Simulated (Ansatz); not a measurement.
System: tribromo(fluoro)germane, sum formula GeBr3F (charge 0, singlet). SMILES: [F][Ge]([Br])([Br])[Br]
Coordinates optimised at B3LYP-D3(BJ)/def2-TZVP (Ansatz, an electronic-structure program):
```
Ge
F 1 1.7292
Br 1 2.2874 2 107.08
Br 1 2.2874 2 107.08 3 -120.00
Br 1 2.2874 2 107.08 3 120.00
```
Charge 0, spin multiplicity 1.

Quantity: vertical electron affinity (to the doublet state of charge -1; a negative value means that the extra electron is unbound and the number depends on the basis; each state is the SCF solution reached for its spin; the molecule has degenerate orbitals, so one determinant may break the symmetry), in eV. Valence correlation only, unless marked. Open shells are spin-unrestricted. Spin-orbit coupling is left out. Frozen are the shells of the preceding noble gas and the d and f shells that filled before the atom's block. No relativistic terms. Anions need diffuse functions: aug- sets have them; def2-D sets add few. CBS(X,Y): correlation extrapolated as X^-3; Hartree-Fock from the larger set. The bracket is a focal-point correction in the basis named.

| level | program | vertical electron affinity (eV) | minus last row |
|---|---|---|---|
| SVWN5/def2-TZVPD | Ansatz | 1.57 | 0.68 |
| B3LYP/def2-TZVPD | Ansatz | 1.35 | 0.46 |
| BHLYP/def2-TZVPD | Ansatz | 1.08 | 0.19 |
| wB97X/def2-TZVPD | Ansatz | 1.03 | 0.14 |
| B2PLYP/def2-TZVPD | Ansatz | 1.07 | 0.18 |
| MP2/aug-cc-pVDZ | Ansatz | 0.78 | -0.11 |
| SCS-MP2/aug-cc-pVDZ | Ansatz | 0.65 | -0.24 |
| SCS-MP2/aug-cc-pVTZ | Ansatz | 0.63 | -0.26 |
| RI-MP2/CBS(aug-cc-pVTZ,aug-cc-pVQZ)+[CCSD(T)-MP2]/aug-cc-pVDZ | Ansatz | 0.87 | -0.02 |
| RI-MP2/CBS(aug-cc-pVTZ,aug-cc-pVQZ)+[CCSD(T)-MP2]/aug-cc-pVTZ | Ansatz | 0.89 | 0.00 |
